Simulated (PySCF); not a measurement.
The numbers are results of PBE-D3(BJ)/def2-TZVP // PBE0-D3(BJ)/def2-SVP in PySCF, not measurements. Isolated molecules, 0 K electronic values unless said otherwise. One relaxed conformer stands for a flexible species; it need not be the lowest. Excitations are Tamm–Dancoff values on a coarser integration grid. The basis has no diffuse functions, so Rydberg states are missing or too high.

Reference species: [Ga(H)3(NH3)] (neutral, multiplicity 1).

```
Property               Result
-------------------  --------
S1 excitation (TDA)   5.19 eV
HOMO                 -6.22 eV
```

Changed species: [Ga(H)3(H2S)] (adduct with H2S; the reference has adduct with NH3).

Task: Give the shifts of the S1 excitation (TDA) and HOMO.

Result: the S1 excitation (TDA) drops by 0.02 eV, to 5.17 eV; the HOMO falls by 0.42 eV, to -6.64 eV.
